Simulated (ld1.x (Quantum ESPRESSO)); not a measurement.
# Ag (Z = 47): excitation energies, all-electron against TM

silver, norm-conserving Troullier–Martins (Kleinman–Bylander form), made with ld1.x (Quantum ESPRESSO) 7.5 (revPBE, scalar-relativistic). Core [Ar] 3d10, reference 4s2 4p6 4d10 5s0 5p1. Waves: 4s (bound): rc 1.30 bohr; 4p (bound): rc 1.65 bohr; 4d (bound): rc 1.05 bohr. Local part: the d channel. Core correction: none.

Occupied shells without a wave of their own: 5p. They enter only through the test configuration that unscreens the potential.

Energies are relative to the spin-unpolarised reference configuration 4s2 4p6 4d10 5s0 5p1; without spin polarisation the order of configurations can differ from experiment.

| valence configuration | charge | ΔE all-electron (eV) | error AE − PS (meV) |
| --- | --- | --- | --- |
| 4s2 4p6 4d10 5s1 5p0 | 0 | -3.817 | +281 |
| 4s2 4p6 4d10 5s0 5p0 | +1 | 3.800 | -67 |
| 4s2 4p6 4d9 5s0 5p0 | +2 | 25.824 | -140 |
| 4s1 4p6 4d10 5s1 5p0 | +1 | 98.171 | +396 |
| 4s2 4p6 4d9 5s1 5p1 | 0 | 4.785 | +439 |
| 4s2 4p6 4d7 5s0 5p0 | +4 | 113.582 | -282 |

**Question.** What are ΔE and the potential's error for 4s2 4p6 4d10 5s0.5 5p0?

**Answer.** ΔE = -0.866 eV all-electron; the error (AE − PS) is +132 meV.

Levels in the configuration 4s2 4p6 4d9 5s1 5p1:

```
level  all-electron (eV)  pseudo (eV)
   4s           -101.057     -100.789
   4p            -64.419      -64.162
   4d            -12.507      -12.306
   5s             -6.661       -7.006
   5p             -2.016       -2.018
```

The 5p level has no wave, so the channel is fitted at the deeper level alone: the likely source of the large errors.
